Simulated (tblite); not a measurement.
C₇H₁₄BN.
Numbering: `[CH:1]#[N+:2][B@H-:3]([CH2:4][CH:5]=[CH2:6])[CH:7]([CH3:8])[CH3:9]` (hydrogens: H10 on C1; H11 on B3; H12, H13 on C4; H14 on C5; H15, H16 on C6; H17 on C7; H18, H19, H20 on C8; H21, H22, H23 on C9)
Bond orders are those of one Lewis drawing.

Computed with GFN2-xTB (tblite), gas phase: L-BFGS steps from a force-field or distance-geometry start until the largest atomic force falls under 0.01 eV/Å.

Step 15: E = -712.6339 eV
```
atom  x, y, z in Å  |  force x, y, z in eV/Å
C1      0.1968    2.5398    0.2244   -0.022   0.033  -0.074
N2      0.1695    1.4087    0.4178    0.068   0.033   0.142
B3      0.1382   -0.0111    0.6658    0.026  -0.071  -0.052
C4      1.1600   -0.6398   -0.4881    0.005  -0.018  -0.106
C5      2.4639    0.0700   -0.5062   -0.030   0.037   0.038
C6      3.6260   -0.4356   -0.1346    0.075  -0.057   0.012
C7     -1.4627   -0.4908    0.5817   -0.106  -0.018   0.000
C8     -1.8311   -1.3112   -0.6578   -0.004   0.043  -0.025
C9     -2.4472    0.6797    0.7161   -0.014   0.025  -0.028
H10     0.2219    3.5700    0.0239    0.004   0.092  -0.003
H11     0.6019   -0.1551    1.7553   -0.076   0.021   0.000
H12     1.3348   -1.6985   -0.3080   -0.081  -0.034   0.095
H13     0.6894   -0.5385   -1.4632   -0.042   0.019  -0.133
H14     2.4224    1.1057   -0.8242    0.018   0.059   0.031
H15     4.5199    0.1630   -0.0910    0.064  -0.016  -0.111
H16     3.7381   -1.4708    0.1409   -0.054   0.001   0.114
H17    -1.6375   -1.1422    1.4407    0.044  -0.053   0.076
H18    -1.9096   -0.6801   -1.5422    0.118   0.014   0.004
H19    -1.0949   -2.0904   -0.8421   -0.060   0.035  -0.002
H20    -2.8022   -1.7906   -0.5204    0.032   0.026   0.025
H21    -3.4805    0.3397    0.6280    0.068  -0.070   0.055
H22    -2.3378    1.1824    1.6767    0.027  -0.059  -0.003
H23    -2.2839    1.4226   -0.0646   -0.060  -0.041  -0.056
```

Step 16: E = -712.6390 eV
```
atom  x, y, z in Å  |  force x, y, z in eV/Å
C1      0.1962    2.5402    0.2229   -0.019   0.020  -0.061
N2      0.1696    1.4093    0.4206    0.063   0.038   0.125
B3      0.1390   -0.0148    0.6656   -0.023   0.064  -0.074
C4      1.1610   -0.6373   -0.4891    0.055  -0.001  -0.111
C5      2.4692    0.0688   -0.5080   -0.011   0.041   0.054
C6      3.6313   -0.4387   -0.1327    0.001  -0.031  -0.025
C7     -1.4648   -0.4894    0.5820   -0.096  -0.011   0.013
C8     -1.8333   -1.3094   -0.6573    0.043   0.067   0.000
C9     -2.4525    0.6796    0.7175    0.011  -0.027  -0.039
H10     0.2230    3.5726    0.0247    0.000   0.024   0.006
H11     0.5983   -0.1563    1.7551   -0.051   0.005   0.029
H12     1.3359   -1.6951   -0.3089   -0.084  -0.068   0.084
H13     0.6906   -0.5340   -1.4647   -0.026   0.013  -0.115
H14     2.4290    1.1050   -0.8310    0.032   0.002   0.050
H15     4.5264    0.1622   -0.0977    0.014  -0.083  -0.092
H16     3.7379   -1.4757    0.1478   -0.038   0.093   0.094
H17    -1.6399   -1.1409    1.4409    0.046  -0.056   0.081
H18    -1.8992   -0.6782   -1.5410    0.062   0.034  -0.028
H19    -1.0960   -2.0861   -0.8397   -0.041  -0.026   0.005
H20    -2.8048   -1.7870   -0.5208    0.025   0.030  -0.001
H21    -3.4830    0.3302    0.6346    0.063  -0.049   0.064
H22    -2.3406    1.1838    1.6772    0.023  -0.048  -0.023
H23    -2.2980    1.4183   -0.0689   -0.047  -0.029  -0.036
```

Step 17: E = -712.6440 eV
```
atom  x, y, z in Å  |  force x, y, z in eV/Å
C1      0.1952    2.5412    0.2200   -0.013  -0.003  -0.038
N2      0.1709    1.4110    0.4255    0.048   0.050   0.084
B3      0.1392   -0.0174    0.6639   -0.056   0.169  -0.063
C4      1.1624   -0.6355   -0.4922    0.063   0.016  -0.076
C5      2.4736    0.0684   -0.5081    0.005   0.026   0.040
C6      3.6357   -0.4418   -0.1315   -0.065   0.006  -0.051
C7     -1.4679   -0.4887    0.5828   -0.027  -0.003   0.025
C8     -1.8346   -1.3067   -0.6570    0.068   0.062   0.018
C9     -2.4568    0.6792    0.7181    0.027  -0.070  -0.031
H10     0.2241    3.5759    0.0254   -0.005  -0.038   0.012
H11     0.5936   -0.1576    1.7550   -0.030  -0.012   0.031
H12     1.3351   -1.6933   -0.3075   -0.084  -0.060   0.050
H13     0.6912   -0.5296   -1.4686    0.009  -0.004  -0.074
H14     2.4356    1.1047   -0.8359    0.038  -0.046   0.063
H15     4.5325    0.1599   -0.1058   -0.022  -0.131  -0.068
H16     3.7369   -1.4787    0.1562   -0.022   0.146   0.072
H17    -1.6410   -1.1409    1.4427    0.042  -0.037   0.055
H18    -1.8887   -0.6756   -1.5405    0.013   0.049  -0.044
H19    -1.0979   -2.0828   -0.8374   -0.016  -0.074   0.010
H20    -2.8063   -1.7828   -0.5211    0.008   0.035  -0.032
H21    -3.4839    0.3204    0.6416    0.032  -0.030   0.064
H22    -2.3422    1.1837    1.6771    0.019  -0.025  -0.035
H23    -2.3112    1.4140   -0.0737   -0.032  -0.025  -0.014
```

Step 18: E = -712.6490 eV
```
atom  x, y, z in Å  |  force x, y, z in eV/Å
C1      0.1940    2.5427    0.2163   -0.006  -0.018  -0.009
N2      0.1724    1.4138    0.4314    0.026   0.052   0.036
B3      0.1382   -0.0172    0.6611   -0.056   0.204  -0.020
C4      1.1645   -0.6338   -0.4965    0.025   0.031  -0.010
C5      2.4774    0.0685   -0.5070    0.007  -0.002   0.001
C6      3.6390   -0.4450   -0.1313   -0.099   0.039  -0.057
C7     -1.4711   -0.4882    0.5843    0.064   0.003   0.026
C8     -1.8343   -1.3029   -0.6568    0.070   0.030   0.020
C9     -2.4607    0.6776    0.7182    0.028  -0.087  -0.009
H10     0.2250    3.5791    0.0265   -0.008  -0.071   0.011
H11     0.5876   -0.1604    1.7547   -0.013  -0.017   0.011
H12     1.3330   -1.6923   -0.3049   -0.084  -0.017   0.003
H13     0.6924   -0.5245   -1.4739    0.053  -0.028  -0.024
H14     2.4435    1.1039   -0.8400    0.032  -0.063   0.065
H15     4.5377    0.1549   -0.1160   -0.032  -0.146  -0.043
H16     3.7355   -1.4794    0.1666   -0.011   0.146   0.055
H17    -1.6414   -1.1414    1.4459    0.040  -0.008   0.009
H18    -1.8778   -0.6716   -1.5407   -0.021   0.048  -0.038
H19    -1.1001   -2.0810   -0.8344    0.004  -0.098   0.011
H20    -2.8069   -1.7769   -0.5219   -0.008   0.041  -0.064
H21    -3.4840    0.3090    0.6502   -0.011  -0.012   0.057
H22    -2.3431    1.1829    1.6760    0.016   0.003  -0.038
H23    -2.3254    1.4092   -0.0789   -0.017  -0.033   0.009
```

Problem. Estimate the geometry and energy of step 19. (The exact step hangs on the optimiser's Hessian estimate; all steps are aligned on step 18, rigid shifts and turns removed.)

Solution. E = -712.6535 eV, largest force 0.156 eV/Å
```
atom  x, y, z in Å  |  force x, y, z in eV/Å
C1      0.1928    2.5444    0.2126    0.000  -0.012   0.014
N2      0.1735    1.4171    0.4368    0.005   0.040  -0.002
B3      0.1363   -0.0135    0.6583   -0.023   0.151   0.031
C4      1.1667   -0.6317   -0.5003   -0.040   0.039   0.057
C5      2.4804    0.0686   -0.5058   -0.010  -0.028  -0.041
C6      3.6408   -0.4478   -0.1320   -0.091   0.050  -0.041
C7     -1.4728   -0.4876    0.5862    0.123   0.005   0.009
C8     -1.8325   -1.2987   -0.6566    0.054  -0.013   0.004
C9     -2.4644    0.6745    0.7180    0.015  -0.075   0.017
H10     0.2259    3.5812    0.0277   -0.009  -0.060   0.001
H11     0.5812   -0.1643    1.7542    0.003  -0.006  -0.017
H12     1.3301   -1.6915   -0.3024   -0.083   0.037  -0.036
H13     0.6950   -0.5194   -1.4790    0.083  -0.048   0.018
H14     2.4526    1.1018   -0.8435    0.014  -0.042   0.051
H15     4.5418    0.1472   -0.1270   -0.013  -0.122  -0.022
H16     3.7342   -1.4775    0.1779   -0.009   0.096   0.045
H17    -1.6414   -1.1419    1.4492    0.046   0.019  -0.036
H18    -1.8678   -0.6665   -1.5411   -0.031   0.030  -0.013
H19    -1.1020   -2.0812   -0.8307    0.012  -0.094   0.006
H20    -2.8072   -1.7694   -0.5238   -0.012   0.048  -0.087
H21    -3.4843    0.2970    0.6599   -0.044   0.002   0.048
H22    -2.3436    1.1821    1.6738    0.013   0.029  -0.033
H23    -2.3400    1.4038   -0.0835   -0.003  -0.049   0.027
```

The energy changes by -0.0045 eV. The first-order estimate −F·Δx gives -0.0063 eV and the mean of the old and new forces, exact on a quadratic surface, -0.0045 eV. The step makes an angle of 68° with the force vector and moves no atom by more than 0.016 Å.

What follows is the cost of the whole relaxation. On an Arm Neoverse V2 with one thread, on a shared host, this took 1.1 s.
